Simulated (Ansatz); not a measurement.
Cost and result for the atomization energy of CH8O2Si2 (`OC[SiH](O)[SiH3]`) (13 atoms, 12 bonds).

```xyz
13

O     2.1848   -0.3607    1.5037
C     1.5650    0.0424    0.2903
Si   -0.2938    0.2496    0.5408
O    -0.8214   -1.1020    1.3558
Si   -1.4247    0.5480   -1.4980
H     1.6399   -1.0459    1.9036
H     1.7801   -0.6686   -0.5223
H     2.0175    0.9944   -0.0037
H    -0.5446    1.3835    1.4668
H    -1.0974   -1.8566    0.8345
H    -1.3327   -0.6975   -2.3130
H    -0.8083    1.6580   -2.2750
H    -2.8645    0.8554   -1.2835
```

Charge 0, multiplicity 1. The geometry is a stationary point of PBE0-D4/def2-TZVP. It is one conformer, not always the lowest. Program: Ansatz. All runs use 4 threads of an Arm Neoverse V1 on a shared host. Times are those of one run each, without the atoms' runs, and a repeat can differ threefold. Electronic energies, without spin–orbit coupling; frozen cores. CCSD(T)/CBS adds CCSD(T) − MP2 in def2-TZVPP to the MP2 limit, and its time is that of the two runs behind it. T1 = 0.012. B3LYP takes the VWN-RPA correlation (the form of Gaussian; ORCA's B3LYP/G).

CCSD(T)/CBS is a level of theory with its own doubt, some kJ/mol a heavy atom from the limit and from the frozen cores, so smaller differences don't rank the functionals.

| level | functions | wall time |
| --- | --- | --- |
| PBE-D4/def2-TZVPP (with forces) | 289 | 3.8 s |
| PBE0-D4/def2-TZVPP | 289 | 5.5 s |
| r2SCAN-D4/def2-TZVPP (with forces) | 289 | 6.5 s |
| B3LYP-D4/def2-TZVPP (with forces) | 289 | 7.5 s |
| B2PLYP/def2-TZVPP | 289 | 8.5 s |
| ωB97X-V/def2-TZVPP | 289 | 12 s |
| ωB97M-V/def2-TZVPP (with forces) | 289 | 17 s |
| MP2/def2-QZVPP | 551 | 39 s |
| CCSD(T)/def2-TZVPP | 289 | 5.1 min |
| CCSD(T)/CBS(def2) | – | 5.7 min |

Question: What atomization energy does each give, and how far from CCSD(T)/CBS? (An estimate is asked.)

Answer: The calculation gave: 
```json
{"level": "PBE-D4/def2-TZVPP (with forces)", "atomization (kcal/mol)": "1074.6", "difference from CCSD(T)/CBS": "4.6", "per bond": "0.4"}
{"level": "PBE0-D4/def2-TZVPP", "atomization (kcal/mol)": "1057.7", "difference from CCSD(T)/CBS": "-12.3", "per bond": "-1.0"}
{"level": "r2SCAN-D4/def2-TZVPP (with forces)", "atomization (kcal/mol)": "1067.1", "difference from CCSD(T)/CBS": "-2.9", "per bond": "-0.2"}
{"level": "B3LYP-D4/def2-TZVPP (with forces)", "atomization (kcal/mol)": "1064.1", "difference from CCSD(T)/CBS": "-5.9", "per bond": "-0.5"}
{"level": "B2PLYP/def2-TZVPP", "atomization (kcal/mol)": "1051.8", "difference from CCSD(T)/CBS": "-18.2", "per bond": "-1.5"}
{"level": "ωB97X-V/def2-TZVPP", "atomization (kcal/mol)": "1071.9", "difference from CCSD(T)/CBS": "1.9", "per bond": "0.2"}
{"level": "ωB97M-V/def2-TZVPP (with forces)", "atomization (kcal/mol)": "1068.3", "difference from CCSD(T)/CBS": "-1.7", "per bond": "-0.1"}
{"level": "MP2/def2-QZVPP", "atomization (kcal/mol)": "1067.7", "difference from CCSD(T)/CBS": "-2.3", "per bond": "-0.2"}
{"level": "CCSD(T)/def2-TZVPP", "atomization (kcal/mol)": "1039.7", "difference from CCSD(T)/CBS": "-30.3", "per bond": "-2.5"}
{"level": "CCSD(T)/CBS(def2)", "atomization (kcal/mol)": "1070.0", "difference from CCSD(T)/CBS": "0.0", "per bond": "0.0"}
```

In def2-TZVPP, CCSD(T) changes the Hartree–Fock value by +269.5 kcal/mol (the triples alone add +13.8 kcal/mol) and MP2 by +279.4 kcal/mol; breaking electron pairs costs correlation energy, which Hartree–Fock lacks. The D4 term adds +10.3 kcal/mol with B3LYP and +5.5 kcal/mol with PBE0; it sums over pairs of atoms, weighted by their polarisabilities, and B3LYP, whose exchange is more repulsive, gets the larger term. From PBE to PBE0 (25 % exact exchange), in def2-TZVPP and without D4, the atomization energy moves by −15.9 kcal/mol: exact exchange takes away binding that semilocal exchange gives to molecules.
